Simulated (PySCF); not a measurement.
# LiGe: frontier orbitals

PBE at R = 2.420 Å; basis Li aug-cc-pVDZ, Ge aug-cc-pVDZ-PP with ECP10; scalar-relativistic core potentials; PySCF 2.14. State: ⁴Σ⁻ (quartet), unpaired electrons σ ↑, π ↑↑. Only the outer orbitals are listed, counted within each symmetry, core potentials removing the inner ones.

```json
{"spin": "α", "orbital": "5σ", "occ.": "1", "ε (eV)": "-11.20", "on Li (%)": "19", "main shells (%)": "81 Ge s, 9 Li s, 8 Li p"}
{"spin": "α", "orbital": "6σ", "occ.": "1", "ε (eV)": "-4.46", "on Li (%)": "40", "main shells (%)": "59 Ge p, 34 Li s"}
{"spin": "α", "orbital": "3π", "occ.": "1", "ε (eV)": "-3.70", "on Li (%)": "16", "main shells (%)": "84 Ge p, 14 Li p"}
{"spin": "α", "orbital": "3π", "occ.": "1", "ε (eV)": "-3.70", "on Li (%)": "16", "main shells (%)": "84 Ge p, 14 Li p"}
{"spin": "α", "orbital": "7σ", "occ.": "0", "ε (eV)": "-2.17", "on Li (%)": "76", "main shells (%)": "39 Li p, 36 Li s, 15 Ge s"}
{"spin": "α", "orbital": "4π", "occ.": "0", "ε (eV)": "-0.74", "on Li (%)": "97", "main shells (%)": "96 Li p"}
{"spin": "α", "orbital": "4π", "occ.": "0", "ε (eV)": "-0.74", "on Li (%)": "97", "main shells (%)": "96 Li p"}
{"spin": "β", "orbital": "5σ", "occ.": "1", "ε (eV)": "-9.49", "on Li (%)": "19", "main shells (%)": "81 Ge s, 9 Li s, 8 Li p"}
{"spin": "β", "orbital": "6σ", "occ.": "0", "ε (eV)": "-2.67", "on Li (%)": "43", "main shells (%)": "57 Ge p, 41 Li s"}
{"spin": "β", "orbital": "3π", "occ.": "0", "ε (eV)": "-1.94", "on Li (%)": "21", "main shells (%)": "79 Ge p, 18 Li p"}
{"spin": "β", "orbital": "3π", "occ.": "0", "ε (eV)": "-1.94", "on Li (%)": "21", "main shells (%)": "79 Ge p, 18 Li p"}
```

Which are the highest filled and the lowest empty level, where do they sit, and how wide is the gap?

Highest filled α 3π at -3.70 eV (in %: 84 Ge p, 14 Li p); lowest empty β 6σ at -2.67 eV (in %: 57 Ge p, 41 Li s); the gap at PBE is 1.03 eV.

The bond order (Mayer) is 1.39. The ⟨S²⟩ is 3.751. The charge on Li (Mulliken, basis-dependent) is -0.07. The charge on Li (Löwdin, basis-dependent) is 0.16. The dipole moment (positive dipole means Li(−)Ge(+)) is -5.36 D and the polarisability along the bond is 119.7 bohr³. The polarisability across the bond is 90.2 bohr³.

Spin–orbit coupling is left out. The state is the lowest determinant that a PBE0 search found; another state may lie lower at other levels.
